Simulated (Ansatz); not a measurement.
Compare A (`CC(C)(O)[SiH3]`) with its isomer B (`CC(C)O[SiH3]`).

Gas-phase electronic energies from Ansatz, PBE0-D4/def2-TZVP geometries. CCSD(T)/CBS adds triple-zeta CCSD(T) − MP2 to the extrapolated MP2 energy (def2 sets, frozen cores). DFT in def2-TZVPP. B3LYP here is the variant with VWN-RPA as its local correlation; programs differ in this. Each species was taken in one conformer, which may not be the lowest.

Question: Which isomer does CCSD(T)/CBS put lower? Give the gap. (An estimate is asked.)

Answer: Computed: B, by 110.8 kJ/mol.

Question: Give E(B) − E(A) in kJ/mol with B3LYP-D4, PBE-D4, BLYP-D4, CCSD(T)/def2-SVP, B2PLYP, CCSD/def2-TZVPP, r2SCAN-D4. (Best estimate.)

Answer: Computed: B3LYP-D4 -113.9, PBE-D4 -98.3, BLYP-D4 -109.3, CCSD(T)/def2-SVP -104.1, B2PLYP -117.4, CCSD/def2-TZVPP -114.6, r2SCAN-D4 -110.3. None reverses the order clearly.

Question: Does the order hold for the free energy at 298.15 K (harmonic terms from PBE0-D4)? (Estimate.)

Answer: The calculation gave: Yes: G(B) − G(A) = -110.5 kJ/mol, for one conformer each. Modes under 60 cm⁻¹, often nearly free rotors, make the harmonic entropy too high.

Largest T1 diagnostic: 0.010.

The D4 term adds +4.1 kJ/mol with B3LYP and +2.0 kJ/mol with PBE0; it sums over pairs of atoms, weighted by their polarisabilities, and B3LYP, whose exchange is more repulsive, gets the larger term. At CCSD(T), def2-SVP lies +6.7 kJ/mol from the extrapolated value and def2-TZVPP −0.2 kJ/mol.
